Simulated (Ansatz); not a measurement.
H$_{2}$O$_{2}$Zn, charge +1, doublet, at a GFN2-xTB geometry (such geometries of metal compounds can be far from the true shape) (a state made from the parent by changing its charge; the spin is typed, not shown lowest); HF/def2-SV(P) run with Ansatz (a first-principles code).

Ansatz was given this input:
Ansatz 0.2 input:
```yaml
crystal:
  periodic: [false, false, false]
  atoms:
    - {symbol: Zn, position_ang: [-0.00002765, 0.18410192, 0.03416767]}
    - {symbol: O, position_ang: [1.25356735, -0.16406762, -1.10029929]}
    - {symbol: H, position_ang: [1.91681448, 0.38180558, -1.56511562]}
    - {symbol: O, position_ang: [-1.25346034, -0.54831822, 0.96808683]}
    - {symbol: H, position_ang: [-1.91684092, -0.20577643, 1.59778506]}
basis:
  gaussian:
    orbitals: def2-SV_P_.json
    point_charges:
      - {charge: 0.5, position_ang: [2.7681, 0.8464, -4.6853]}
hamiltonian:
  xc: hf
total_charge: 1
magnetization: {spin_polarized: true, initial_magnetization: 1}
```
The basis file holds def2-SV(P) in the JSON format of the Basis Set Exchange.

It wrote (shortened):

```
Functional definition: HF
576 factors; integrals over basis functions are off by at most 5.2e-4 eV
mean field evaluation 1: about -52453.6525 eV, gradient 4.5e1 eV
mean field evaluation 2: about -52453.7370 eV, gradient 4.5e1 eV
mean field evaluation 4: about -52461.3987 eV, gradient 5.4e0 eV
mean field evaluation 8: about -52461.7128 eV, gradient 5.0e-1 eV
mean field evaluation 16: about -52461.7176 eV, gradient 8.6e-5 eV
mean field evaluation 32: about -52461.4948 eV, gradient 1.4e0 eV
mean field evaluation 64: about -52461.0129 eV, gradient 2.2e0 eV
mean field evaluation 96: about -52452.9069 eV, gradient 4.3e1 eV
mean field evaluation 128: about -52460.6566 eV, gradient 2.7e-2 eV
mean field -52461.71763280 eV, -1927.9325631759 hartree, gradient 7.0e-6 eV, S^2 0.756298; 2 other end points of the search recorded, 0 dependent functions left out
reference -52461.71763280 eV, -1927.9325631759 hartree; 24, 23 occupied and 32, 33 virtual orbitals, 576 factors
Total energy: -52461.71763280 eV, -1927.9325631759 hartree
```
